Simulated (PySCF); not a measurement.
CH5F2NSi, SMILES N[SiH2]C(F)F.

Geometry: ωB97X-D3(BJ)/def2-SVP. The structure was generated by enumeration, and PubChem lists no compound with its InChIKey, so it may never have been made. One conformer was computed; it need not be the lowest.

Calculation: PySCF with M06-2X/def2-TZVP.

Gas-phase values at a fixed geometry.

| Item | Value |
|---|---|
| total energy | -585.06651 hartree |
| highest occupied level | -9.10 eV |
| lowest empty level | 0.83 eV |
| orbital gap | 9.93 eV |
| dipole moment | 2.83 D |
| quadrupole, principal values (traceless, Buckingham form, about the centre of nuclear charge) | -2.48, -1.79, 4.27 D·Å |
| mean static polarisability | 45.8 bohr³ (6.79 Å³) |
| polarisability, principal values | 42.8, 46.0, 48.7 bohr³ |
